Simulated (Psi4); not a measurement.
Psi4 was given this input:
```
memory 2 GB

molecule {
-1 2
  O     0.00000000    0.00000000    0.00000000
}

set basis sto-3g
set reference uks

energy('pbe0')
print_variables()
```

**Question.** What does this run give for the number of basis functions, <S^2>, total energy?

**Answer.** 
number of basis functions: 5
<S^2>: 0.750
total energy: -73.6488 Eh

A gas-phase anion may not be bound at this level; its values then depend on the basis.

These values belong to the state on which the SCF converged, which isn't shown to be the lowest.
